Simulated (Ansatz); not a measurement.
One change: `C=C(CCl)[SiH2]F` becomes `C=C([SeH])[SiH2]F`.

Ansatz, PBE0-D4/def2-TZVP geometries, multiplicity 1. Each molecule was computed in one conformer, which needn't be the lowest.

Scalar relativity is left out up to krypton.

```tsv
property	`C=C(CCl)[SiH2]F`
HOMO energy (B3LYP/def2-TZVPP) / eV	-7.92
LUMO energy (PBE0/def2-TZVPP) / eV	-0.93
HOMO–LUMO gap (PBE0/def2-TZVPP) / eV	7.22
HOMO energy (PBE/def2-TZVPP) / eV	-6.98
HOMO–LUMO gap (B3LYP/def2-TZVPP) / eV	6.78
HOMO energy (PBE0/def2-TZVPP) / eV	-8.15
```

Problem. Give the same properties after the change, and the shifts. (An estimate is asked.)

Solution. Computed: 
```json
{"property": "HOMO energy (B3LYP/def2-TZVPP) / eV", "`C=C([SeH])[SiH2]F`": "-6.58", "shift": "1.34"}
{"property": "LUMO energy (PBE0/def2-TZVPP) / eV", "`C=C([SeH])[SiH2]F`": "-0.88", "shift": "0.05"}
{"property": "HOMO–LUMO gap (PBE0/def2-TZVPP) / eV", "`C=C([SeH])[SiH2]F`": "5.92", "shift": "-1.30"}
{"property": "HOMO energy (PBE/def2-TZVPP) / eV", "`C=C([SeH])[SiH2]F`": "-5.74", "shift": "1.24"}
{"property": "HOMO–LUMO gap (B3LYP/def2-TZVPP) / eV", "`C=C([SeH])[SiH2]F`": "5.50", "shift": "-1.28"}
{"property": "HOMO energy (PBE0/def2-TZVPP) / eV", "`C=C([SeH])[SiH2]F`": "-6.80", "shift": "1.35"}
```

With PBE0 the HOMO rises by 1.35 eV and the LUMO rises by 0.05 eV, so the gap narrows by about 1.30 eV. PBE moves the HOMO by 1.24 eV and ωB97M-V by 1.44 eV.

B3LYP here is the variant with VWN-RPA as its local correlation; programs differ in this.

Spin–orbit coupling is left out; it splits and shifts lone-pair levels of the heavy atoms by tenths of an eV.
